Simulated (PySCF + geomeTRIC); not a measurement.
Species: [Nb(Cl)4(CH3)] (charge 0, multiplicity 1).

**Question.** Give a relaxed geometry from BP86-D3(BJ)/def2-SVP run with PySCF + geomeTRIC.

**Answer.** the end point of this relaxation.
Cartesian coordinates (Å) in one orientation:
```xyz
9

Nb    -0.022     0.156     0.027
Cl     0.907    -1.935    -0.204
Cl    -1.902    -0.478    -1.200
Cl    -1.273     0.841     1.821
Cl     1.956     1.010     0.925
C      0.329     1.583    -1.558
H     -0.567     1.763    -2.180
H      1.120     1.101    -2.178
H      0.732     2.531    -1.151
```
